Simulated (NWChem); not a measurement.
System: Sr

NWChem input:

```
start job
memory heap 200 mb stack 900 mb global 1100 mb
geometry units angstroms noautosym nocenter noautoz
  Sr     0.000000     0.000000     0.000000
end
basis spherical
  * library def2-svpd
end
ecp
  Sr library def2-ecp
end
dft
  xc xwpbe 0.80 cpbe96 1.0 hfexch 1.00
  cam 0.2 cam_alpha 0.2 cam_beta 0.8
  iterations 150
  vectors input atomic output neutral.movecs
end
task dft energy
charge 1
dft
  odft
  mult 2
  vectors input atomic output cation.movecs
end
task dft energy
charge -1
dft
  odft
  mult 2
  vectors input atomic output anion.movecs
end
task dft energy
```

NWChem printed, in part:

```
             Northwest Computational Chemistry Package (NWChem) 7.3.0
             --------------------------------------------------------

                             Geometry "geometry" -> ""
                             -------------------------

 Output coordinates in angstroms (scale by  1.889725989 to convert to a.u.)

  No.       Tag          Charge          X              Y              Z
 ---- ---------------- ---------- -------------- -------------- --------------
    1 Sr                  38.0000     0.00000000     0.00000000     0.00000000

 Effective nuclear repulsion energy (a.u.)       0.0000000000

 Summary of "ao basis" -> "ao basis" (spherical)
 ------------------------------------------------------------------------------
       Tag                 Description            Shells   Functions and Types
 ---------------- ------------------------------  ------  ---------------------
 Sr                        def2-svpd                10       26   4s4p2d

            General Information
            -------------------
          SCF calculation type: DFT
          Wavefunction type:  closed shell.
          No. of atoms     :     1
          No. of electrons :    10
           Alpha electrons :     5
            Beta electrons :     5
          Charge           :     0
          Spin multiplicity:     1
          Use of symmetry is: off; symmetry adaption is: off
          Maximum number of iterations: 150
          AO basis - number of functions:    26
                     number of shells:    10
          Convergence on energy requested:  1.00D-06
          Convergence on density requested:  1.00D-05
          Convergence on gradient requested:  5.00D-04

              XC Information
              --------------
                     Hartree-Fock (Exact) Exchange  1.000
                     LC-wPBE(h)Exchange Functional  0.800
            Perdew 1991 LDA Correlation Functional  1.000 local
           PerdewBurkeErnz. Correlation Functional  1.000 non-local

           Range-Separation Parameters
           ---------------------------
           Alpha           :  0.20
           Beta            :  0.80
           Gamma           :  0.20
           Short-Range HF  :     F

             Grid Information
             ----------------
          Grid used for XC integration:  medium
          Radial quadrature: Mura-Knowles
          Angular quadrature: Lebedev.
          Tag              B.-S. Rad. Rad. Pts. Rad. Cut. Ang. Pts.
          ---              ---------- --------- --------- ---------
          Sr                  2.00      123          13.0       590
          Grid pruning is: on
          Number of quadrature shells:   123
          Spatial weights used:  Erf1

      Superposition of Atomic Density Guess
      -------------------------------------

 Sum of atomic energies:         -34.88050690

      Non-variational initial energy
      ------------------------------

 Total energy =     -30.338783
 1-e energy   =     -49.790595
 2-e energy   =      19.451812
 HOMO         =      -0.180973
 LUMO         =       0.016487

   convergence    iter        energy       DeltaE   RMS-Dens  Diis-err
 ---------------- ----- ----------------- --------- --------- ---------
 d= 0,ls=0.0,diis     1    -30.6730402314 -3.07D+01  1.34D-02  7.13D-03
 d= 0,ls=0.0,diis     2    -30.6742154106 -1.18D-03  4.79D-03  1.88D-04
 d= 0,ls=0.0,diis     3    -30.6743738873 -1.58D-04  3.12D-03  2.60D-05
 d= 0,ls=0.0,diis     4    -30.6744036609 -2.98D-05  2.02D-04  1.24D-07
 d= 0,ls=0.0,diis     5    -30.6744037768 -1.16D-07  7.86D-07  1.99D-11

         Total DFT energy =      -30.674403776752
      One electron energy =      -49.941069801925
           Coulomb energy =       23.481581540118
    Exchange-Corr. energy =       -4.214915514945
 Nuclear repulsion energy =        0.000000000000

 Numeric. integr. density =       10.000000000025

                       DFT Final Molecular Orbital Analysis
                       ------------------------------------

 Vector    3  Occ=2.000000D+00  E=-9.917871D-01
              MO Center=  3.0D-15, -2.2D-15, -1.4D-15, r^2= 8.0D-01
   Bfn.  Coefficient  Atom+Function         Bfn.  Coefficient  Atom+Function
  ----- ------------  ---------------      ----- ------------  ---------------
     7      0.705218  1 Sr pz                 6      0.497708  1 Sr py
     5      0.455691  1 Sr px                10      0.029268  1 Sr pz

 Vector    4  Occ=2.000000D+00  E=-9.917871D-01
              MO Center=  4.9D-16, -2.5D-16, -1.0D-15, r^2= 8.0D-01
   Bfn.  Coefficient  Atom+Function         Bfn.  Coefficient  Atom+Function
  ----- ------------  ---------------      ----- ------------  ---------------
     6      0.839445  1 Sr py                 7     -0.406666  1 Sr pz
     5     -0.287499  1 Sr px                 9      0.034838  1 Sr py

 Vector    5  Occ=2.000000D+00  E=-1.998269D-01
              MO Center=  3.6D-15,  3.2D-15, -1.8D-15, r^2= 6.1D+00
   Bfn.  Coefficient  Atom+Function         Bfn.  Coefficient  Atom+Function
  ----- ------------  ---------------      ----- ------------  ---------------
     3      0.709275  1 Sr s                  4      0.493213  1 Sr s
     2     -0.482639  1 Sr s                  1     -0.128518  1 Sr s

 Vector    6  Occ=0.000000D+00  E= 6.405267D-03
              MO Center= -5.6D-16,  3.7D-15, -4.7D-15, r^2= 1.6D+01
   Bfn.  Coefficient  Atom+Function         Bfn.  Coefficient  Atom+Function
  ----- ------------  ---------------      ----- ------------  ---------------
    16      0.523476  1 Sr pz                14      0.403567  1 Sr px
    13      0.242383  1 Sr pz                11      0.186862  1 Sr px
     7     -0.182912  1 Sr pz                 5     -0.141014  1 Sr px
    10      0.117884  1 Sr pz                 8      0.090881  1 Sr px

[...]
```

Level: LRC-wPBEh/def2-SVPD with def2 effective core potentials on Sr, vertical spin-unrestricted ions. def2 effective core potentials on Sr; no spin-orbit coupling.
